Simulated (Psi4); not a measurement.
A dimer, Cl2 ··· H2Se (SMILES ClCl and [SeH2]); the first 2 atoms form monomer A.

```
5

Cl     1.0067     0.0000     0.0000
Cl    -1.0067     0.0000     0.0000
Se     3.4767     0.0005    -0.0237
H      3.5187    -0.3809    -1.4431
H      3.5645    -1.4073     0.3915
```

Problem. What interaction energy does SAPT0/jun-cc-pVDZ, frozen core in Psi4 give, and which attractive term is the largest?

Solution. Total 13.78 kcal/mol: electrostatics -46.36, exchange 96.34, induction -26.82, dispersion -9.38. The most attractive term is electrostatics.
